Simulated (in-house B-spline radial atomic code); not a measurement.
Relativistic effects in Sn VI (Sn5+), [Kr] 4d9: non-relativistic Hartree-Fock (point nucleus) against Dirac-Hartree-Fock (Fermi nucleus of rms radius 4.6519 fm), both averages of the configuration, computed with a B-spline radial code for spherical atoms.

| orbital | ε NR (Eh) | ε Dirac (Eh) | <r> NR (bohr) | <r> Dirac (bohr) | change of <r> (%) |
| --- | --- | --- | --- | --- | --- |
| 1s1/2 | -1043.6 | ? | 0.03042 | ? | ? |
| 2s1/2 | -159.33 | -168.69 | 0.1312 | 0.1249 | -4.8 |
| 2p1/2 | -148.85 | -157.26 | 0.1122 | 0.1059 | -5.6 |
| 2p3/2 | -148.85 | -148.75 | 0.1122 | 0.1112 | -0.8 |
| 3s1/2 | -33.93 | -35.916 | 0.3505 | 0.3373 | -3.8 |
| 3p1/2 | -29.544 | -31.232 | 0.342 | 0.3286 | -3.9 |
| 3p3/2 | -29.544 | -29.631 | 0.342 | 0.3394 | -0.7 |
| 3d3/2 | -21.501 | -21.444 | 0.3138 | 0.3117 | -0.7 |
| 3d5/2 | -21.501 | ? | 0.3138 | ? | ? |
| 4s1/2 | -7.7565 | -8.1596 | 0.8449 | 0.8175 | -3.2 |
| 4p1/2 | -6.2008 | -6.5115 | 0.89 | 0.8606 | -3.3 |
| 4p3/2 | -6.2008 | -6.2154 | 0.89 | 0.8861 | -0.4 |
| 4d3/2 | -3.5905 | -3.578 | 1.029 | 1.027 | -0.1 |
| 4d5/2 | -3.5905 | -3.5339 | 1.029 | 1.039 | +1.0 |

What happens to 1s1/2?

Its energy goes to -1081.7 hartree and <r> to 0.02905 bohr (-4.51 %).

What happens to 3d5/2?

Its energy goes to -21.118 hartree and <r> to 0.3152 bohr (+0.43 %).

What explains the pattern of contraction and expansion?

Expansion is seen in 3d5/2, 4d5/2. The s and p1/2 orbitals contract directly, screen the nucleus better, and so push out orbitals that have little density near the nucleus; spin-orbit coupling adds to this for j = l + 1/2 and opposes it for j = l - 1/2.

By how much does the total energy change?

By -153.16 hartree, from -6016.969 to -6170.127.
